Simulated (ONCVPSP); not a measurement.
What one change does to a pseudopotential (arsenic (As), ONCV)

As (Z = 33), optimised norm-conserving Vanderbilt (ONCV), made with ONCVPSP 4.0.1 (PBE, scalar-relativistic). Core [Ar] 3d10, reference 4s2 4p2.5 (charge +0.5). Waves: 4s: rc 1.35 bohr, ncon 4, nbas 7, qcut 5 1/bohr, 1 projector; 4p: rc 1.70 bohr, ncon 3, nbas 7, qcut 4.4 1/bohr, 2 projectors, debl 3.5 Ha; d scattering state at 0.04 Ha: rc 1.85 bohr, ncon 4, nbas 7, qcut 5.5 1/bohr, 3 projectors, debl 0.9 Ha. Local part: polynomial inside 1.30 bohr (lpopt 2, dvloc0 0 Ha). Core correction: Teter function, fcfact 2.25, rcfact 1.35.

Change: s: qcut 4.3.

Cutoffs: the cutoffs (Ha) at which the residual kinetic energy of the hardest occupied pseudo-wave falls to 1 and 0.1 mHa per electron; they do not see the model core or the augmentation charge, which bear on the density cutoff. Errors are all-electron minus pseudo energies relative to the spin-unpolarised reference configuration.

What does the change do?

The potential gets softer (25 Ha and 64 Ha → 17 Ha and 63 Ha); both files keep a bound ghost (d); the errors of the 4 common tests hardly move. The waves are optimised to have the least kinetic energy above qcut, so the cutoff follows it (qcut²/2 in Ha).

| quantity | base | changed |
| --- | --- | --- |
| cutoff, loose | 25 Ha | 17 Ha |
| cutoff, tight | 64 Ha | 63 Ha |
| loose cutoff by channel | s 25 Ha, p 8.0 Ha | s 17 Ha, p 8.0 Ha |
| bound ghosts | d | d |
| GHOST(+) flags under 300 eV | s at 52.3 eV | s at 51.6 eV |
| error for 4s2 4p3, meV [ΔE -3.56 eV] | +0.1 | +0.1 |
| error for 4s2 4p2, meV [ΔE 5.59 eV] | -1.1 | -1.1 |
| error for 4s2 4p1, meV [ΔE 23.51 eV] | -14 | -13 |
| error for 4s1 4p0, meV [ΔE 101.86 eV] | -128 | -127 |
| s: phases at 1.37 bohr within 0.05 rad from the reference energy up to (Ha; the scan ends near 5) | 0.6 | 0.5 |
| p: phases at 1.72 bohr within 0.05 rad from the reference energy up to (Ha; the scan ends near 5) | to the end of the scan | to the end of the scan |
| d: phases at 1.87 bohr within 0.05 rad from the reference energy up to (Ha; the scan ends near 5) | to the end of the scan | to the end of the scan |
| rms error of d²Exc/dni dnj with the model core, mHa | 1.40 | 1.39 |

Base: The cutoffs count occupied waves only; projector 3 of the d channel, the hardest unoccupied one, needs 85 Ha at the loose tolerance. Changed file: The cutoffs count occupied waves only; projector 3 of the d channel, the hardest unoccupied one, needs 85 Ha at the loose tolerance. A true bound ghost makes a file unfit for plane-wave use even where its test errors are small: the radial tests pick states by their node count and pass the ghost by.
